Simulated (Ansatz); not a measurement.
The cluster P₇⁺ (the lowest singlet isomer of a short search). Charge 1, multiplicity 1. Geometry PBE-D4/def2-SVP, basis def2-TZVP, Ansatz.

Cartesian coordinates in Å:
```
P -0.190 1.342 1.448
P 1.434 -1.223 -0.324
P -1.635 -0.255 1.097
P -0.237 -0.882 -1.761
P 0.454 -0.783 1.682
P 1.202 0.718 -1.403
P -1.028 1.083 -0.739
```

```tsv
run	HOMO (eV)	LUMO (eV)
A	-13.92	-6.05
B	-10.88	-8.48
C	-11.11	-8.49
D	-11.84	-7.85
```

The structure comes from a short search, and lower isomers may exist.

Question: The runs used PBE, PBE0, r2SCAN, ωB97X-V. Estimate which is which.

Answer: A ωB97X-V (range-separated); B PBE (0 % exact exchange); C r2SCAN (0 % exact exchange); D PBE0 (25 % exact exchange). Exact exchange lowers occupied and raises empty levels; among semilocal functionals meta-GGAs tend to open the gap a little, and such runs are hard to tell apart. The gap grows from 2.40 eV (PBE) to 7.86 eV (ωB97X-V).
